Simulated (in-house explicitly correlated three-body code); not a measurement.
Computed with an exponentially correlated three-body code. Model: two electrons around a point charge, non-relativistic, variational in 260 exponentially correlated functions (energies converged to about 1e-7 hartree, or 1e-8 relative for large Z).

Command:
```bash
python run_hyl.py task.json out
```
Settings (lengths in bohr, energies in hartree):
```
Z                      18
screening              0.09
interaction_strength   1
functions              260
states_tried           13
```

Cost of the run: 78 s on 1 thread of Arm Neoverse V2, on a shared host.

**Those bound S and P states to n = 4 that converged, binding against the one-electron ion.**

Given: nuclear charge 18; Yukawa screening of all interactions 0.09 1/bohr.

Computed: one-electron threshold -160.386055 hartree.

| term | energy (hartree) | binding (eV) |
| --- | --- | --- |
| 1 1S | -309.769049 | 4064.9 |
| 2 3S | -196.044374 | 970.31 |
| 2 3P | -195.386629 | 952.41 |
| 2 1S | -195.320971 | 950.63 |
| 2 1P | -194.854073 | 937.92 |
| 3 3S | -175.253898 | 404.57 |
| 3 3P | -175.069846 | 399.57 |
| 3 1S | ? | ? |
| 3 1P | -174.925856 | 395.65 |
| 4 3S | -168.098899 | 209.88 |
| 4 1S | ? | ? |
| 4 3P | -168.021418 | 207.77 |
| 4 1P | -167.962888 | 206.18 |

**Question.** What belongs in the row 3 1S?

**Answer.** energy (hartree): -175.063562; binding (eV): 399.4.

**Question.** What belongs in the row 4 1S?

**Answer.** energy (hartree): -168.022235; binding (eV): 207.79.

**Converged states only, values per electron or pair (inverse distances are <exp(-kr)/r>).**

```
term  mean r (bohr)  mean r squared (bohr²)  mean inverse r (1/bohr)  mean r12 (bohr)  mean inverse r12 (1/bohr)  mean cosine  mean p1 dot p2 (bohr⁻²)  delta r1 (bohr⁻³)  delta r12 (bohr⁻³)
1 1S       0.085113                0.009685                   17.598          0.12478                     10.846   -0.0073925                   2.2823             1788.5              208.05
2 3S        0.21368                0.073614                   11.066          0.35824                     3.1977   -0.0025544                  0.18018             1033.4                   -
2 3P          0.187                0.055347                   11.047          0.31101                     3.8245    -0.075261                  -22.722             924.08                   -
2 1S        0.21665                0.076077                   11.044          0.35964                     3.8556   -0.0041874                  0.20421             1030.2              38.593
2 1P         0.1894                0.057008                    11.03          0.30208                      4.278     0.063742                   22.335             929.13              11.571
3 3S        0.43246                 0.35147                   9.8632          0.78759                     1.5329  -0.00087251                  0.05348             958.84                   -
3 3P              ?                       ?                        ?                ?                          ?            ?                        ?                  ?                   -
3 1S              ?                       ?                        ?                ?                          ?            ?                        ?                  ?                   ?
3 1P        0.41061                 0.31831                   9.8534          0.74234                     1.8289     0.014834                   5.3107             928.26              3.6683
4 3S        0.74123                  1.1056                    9.445           1.4025                     0.8639  -0.00038063                 0.022411             940.92                   -
4 1S        0.74701                  1.1241                   9.4426           1.4136                    0.93373  -0.00057416                  0.02841             940.68              4.6247
4 3P        0.71746                  1.0405                   9.4428           1.3554                    0.93324   -0.0068169                  -2.0013             927.76                   -
4 1P        0.72197                  1.0545                   9.4409           1.3634                    0.98453     0.005741                   2.0721             928.17              1.5687
```

**Question.** What belongs in the row 3 3P?

**Answer.** mean r (bohr): 0.40723; mean r squared (bohr²): 0.31255; mean inverse r (1/bohr): 9.8579; mean r12 (bohr): 0.73846; mean inverse r12 (1/bohr): 1.7034; mean cosine: -0.017551; mean p1 dot p2 (bohr⁻²): -5.1916; delta r1 (bohr⁻³): 927.16.

**Question.** What belongs in the row 3 1S?

**Answer.** mean r (bohr): 0.43677; mean r squared (bohr²): 0.35932; mean inverse r (1/bohr): 9.8574; mean r12 (bohr): 0.79518; mean inverse r12 (1/bohr): 1.7066; mean cosine: -0.001338; mean p1 dot p2 (bohr⁻²): 0.065851; delta r1 (bohr⁻³): 958.16; delta r12 (bohr⁻³): 11.142.

**Electric-dipole lines between converged S and P states, rate of the upper state's decay.**

```csv
s state,p state,p minus s (eV),oscillator strength from s,rate (1/s)
1 1S,2 1P,3127,0.77171,1.0914e+14
1 1S,3 1P,3669.3,0.15338,2.9869e+13
1 1S,4 1P,3858.7,0.056615,1.2193e+13
2 1S,2 1P,12.705,0.029155,6.8069e+07
2 1S,3 1P,554.98,0.40737,1.8148e+12
2 1S,4 1P,744.45,0.098291,7.8791e+11
3 1S,2 1P,-538.53,-0.047468,5.9735e+11
3 1S,3 1P,3.7472,0.051714,1.0503e+07
3 1S,4 1P,?,?,?
4 1S,2 1P,-730.13,-0.010447,2.4165e+11
4 1S,3 1P,-187.86,-0.10959,1.6782e+11
4 1S,4 1P,1.6149,0.074658,2.8162e+06
2 3S,2 3P,17.898,0.039886,1.8481e+08
2 3S,3 3P,570.75,0.39606,1.8661e+12
2 3S,4 3P,762.54,0.09649,8.1153e+11
3 3S,2 3P,-547.84,-0.048099,6.264e+11
3 3S,3 3P,?,?,?
3 3S,4 3P,196.81,0.43539,2.4392e+11
4 3S,2 3P,-742.54,-0.010456,2.5016e+11
4 3S,3 3P,-189.69,-0.11244,1.7556e+11
4 3S,4 3P,2.1083,0.096154,6.1821e+06
```

**Question.** What belongs in the row 3 1S 4 1P?

**Answer.** p minus s (eV): 193.22; oscillator strength from s: 0.44755; rate (1/s): 2.4167e+11.

**Question.** What belongs in the row 3 3S 3 3P?

**Answer.** p minus s (eV): 5.0083; oscillator strength from s: 0.067863; rate (1/s): 2.4621e+07.

**Static dipole response.**

```json
{"state": "1 1S", "polarisability (bohr³)": "9.3025e-05"}
{"state": "2 1S", "polarisability (bohr³)": "0.13511"}
{"state": "2 3S", "polarisability (bohr³)": "0.093463"}
```
